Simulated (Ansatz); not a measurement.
## Worked example: vertical energy of the triplet above the singlet of CH3I (methyl iodide)

The species is CH3I (5 atoms), meant as a singlet with charge 0. SMILES: `CI`. Geometry: relaxed at PBE0-D4/def2-TZVP.

```xyz
5

C    -0.0441   -0.1627    0.1532
I     0.3681    1.3581   -1.2785
H     0.7607   -0.8896    0.1034
H    -0.0882    0.3074    1.1306
H    -0.9964   -0.6132   -0.1088
```

Both states at this one shape; open shells run unrestricted unless said. 1 Eh = 27.2114 eV.

| level | program | singlet CH3I (Eh) | triplet CH3I (Eh) |
| --- | --- | --- | --- |
| BLYP/def2-SVPD (core potential) | Ansatz | -337.495541 | -337.331825 |
| HSE06/def2-SVPD (core potential) | Ansatz | -337.537842 | -337.372686 |
| PBE-QIDH/def2-SVPD (core potential), 5 core orbitals frozen | Ansatz | -337.242730 | -337.072886 |

**Question.** Work out the vertical gap, second state less first, at each level.

**Answer.** 
1. BLYP/def2-SVPD (core potential): -337.331825 − (-337.495541) = 0.163716 Eh = 4.45 eV.
2. HSE06/def2-SVPD (core potential): -337.372686 − (-337.537842) = 0.165156 Eh = 4.49 eV.
3. PBE-QIDH/def2-SVPD (core potential): -337.072886 − (-337.242730) = 0.169844 Eh = 4.62 eV.

No measured value is set beside it here; the levels span 4.45 to 4.62 eV. Spin-orbit coupling, which splits open shells on such heavy atoms by tenths of an eV, is left out.
